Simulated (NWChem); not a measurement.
# hydronium (H3O (+1))

SMILES: [OH3+]
```xyz
4

O      0.0000     0.0774     0.0000
H     -0.4720    -0.2067     0.8177
H     -0.4720    -0.2067    -0.8177
H      0.9443    -0.2062     0.0000
```
Charge +1, spin multiplicity 1.

Everything below was run with NWChem. All single points use one geometry, from B3LYP/def2-SVP, a minimum by its harmonic frequencies.

Symmetry labels belong to the abelian group Cs used in the runs, with the axes of the coordinates shown; states degenerate in a higher group split over its labels.

Question: List the lowest 3 singlet excitations that TD-PBE/aug-cc-pVDZ gives, with oscillator strengths.

Answer: 
| state | symmetry | energy (eV) | wavelength (nm) | f |
|---|---|---|---|---|
| 1 | a' | 10.74 | 115 | 0.043 |
| 2 | a' | 13.13 | 94 | 0.013 |
| 3 | a" | 13.13 | 94 | 0.013 |
